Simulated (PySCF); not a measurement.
**Levels of Ag³⁴⁺ from EOM-EA-GCCSD**

Reference: closed-shell Ag³⁵⁺, [Ne] 3s2; one electron is added. Calculated with PySCF 2.14, two-component X2C-1e with screened spin-orbit coupling, an uncontracted even-tempered set (18 s from 2.2 bohr⁻², ratio 2.6; 13 p from 2.9 bohr⁻², ratio 2.6; 6 d from 3 bohr⁻², ratio 2.8; 4 f from 43 bohr⁻², ratio 2.8); frozen 1s2; the 48 highest virtual spinors dropped; of the others 56 kept and the rest restored at second order. No Breit or QED terms. Binding energies in eV.

```json
{"level": "3p1/2", "Koopmans": "2150.9", "second order": "2152.9", "EOM-CCSD": "2152.6"}
{"level": "3p3/2", "Koopmans": "2106.5", "second order": "2108.8", "EOM-CCSD": "2108.8"}
{"level": "3d3/2", "Koopmans": "1980.6", "second order": "near a pole", "EOM-CCSD": "1978.0"}
{"level": "3d5/2", "Koopmans": "1971.4", "second order": "near a pole", "EOM-CCSD": "1964.9"}
```

Electric-dipole lines between these computed levels:

```json
{"lower": "3p1/2", "upper": "3d3/2", "ΔE (eV)": "174.57", "vacuum wavelength (nm)": "7.102"}
{"lower": "3p3/2", "upper": "3d3/2", "ΔE (eV)": "130.75", "vacuum wavelength (nm)": "9.483"}
{"lower": "3p3/2", "upper": "3d5/2", "ΔE (eV)": "143.83", "vacuum wavelength (nm)": "8.620"}
```

In EOM-CCSD the overlap with the one-orbital guess is low for 3d3/2 (weight 0.78), 3d5/2 (weight 0.73). That can mean mixing with two-particle, one-hole states, where second order and EOM-CCSD lose accuracy, or only a rotation among the degenerate components of the shell; the terms of those configurations are not listed.

For comparison, the ionisation energy of Ag³⁴⁺ is 2131 ± 10 eV (semi-empirical (NIST evaluation); NIST Atomic Spectra Database, ionization energies).

Only part of the computed levels is shown.
